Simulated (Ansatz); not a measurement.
Gas-phase electronic energies from Ansatz, PBE0-D4/def2-TZVP geometries. CBS: MP2 limit from def2 TZ/QZ plus the TZ coupled-cluster correction, frozen cores. This one scheme is used for every species, atoms too. For atomizations the MP2-based limit and the directly extrapolated one differ by several kJ/mol either way, and by 10 to 25 for some Ge, Se and Sn compounds, so smaller differences from it don't rank the levels. Functionals use def2-TZVPP. No spin–orbit coupling; open shells (•) take unrestricted orbitals. Spin–orbit coupling would lower the free atoms: a little for C; clearly for Ga. For Ga outer-core shells are correlated without core-valence functions, so the limit isn't a true one: a few kJ/mol of doubt a bond, and 10 to 20 or more in all where bonds break to atoms. Scalar relativity is left out up to krypton.

Consider the atomization: `C[N]1C[NH][GaH]1` → 2 C• + Ga• + 7 H• + 2 N•.

`C[N]1C[NH][GaH]1`:

```xyz
12

C     0.070   -1.607    0.633
N    -0.072   -0.398   -0.113
C     0.590    0.817    0.328
N    -0.124    1.831   -0.442
Ga   -1.118    0.528   -1.307
H    -0.247   -1.497    1.681
H     1.110   -1.965    0.644
H    -0.538   -2.396    0.187
H     1.672    0.805    0.114
H     0.467    0.962    1.415
H     0.417    2.608   -0.785
H    -2.226    0.313   -2.355
```

```csv
species,PBE0 energy (Eh)
`C[N]1C[NH][GaH]1`,-2114.36233
C•,-37.80537
Ga•,-1924.55212
H•,-0.50104
N•,-54.54382
```

Problem. Work out ΔE.

Solution. ΔE = 7 × (-0.50104) + 2 × (-37.80537) + 2 × (-54.54382) + (-1924.55212) − (-2114.36233) = 1.60455 Eh = +1006.9 kcal/mol. CCSD(T)/CBS gives +1008.2 kcal/mol.

Largest T1 diagnostic among the species: 0.016.

At CCSD(T), def2-SVP lies −59.3 kcal/mol from the extrapolated value and def2-TZVPP −27.6 kcal/mol: correlation converges slowly with the basis, and small sets miss more of it in the bonded molecule than in its fragments. The D4 term adds +10.1 kcal/mol with B3LYP and +5.2 kcal/mol with PBE0; it sums over pairs of atoms, weighted by their polarisabilities, and B3LYP, whose exchange is more repulsive, gets the larger term. From BLYP to BHLYP (50 % exact exchange), in def2-TZVPP and without D4, ΔE moves by −29.1 kcal/mol: exact exchange takes away binding that semilocal exchange gives to molecules.

B3LYP here is the variant with VWN-RPA as its local correlation; programs differ in this.
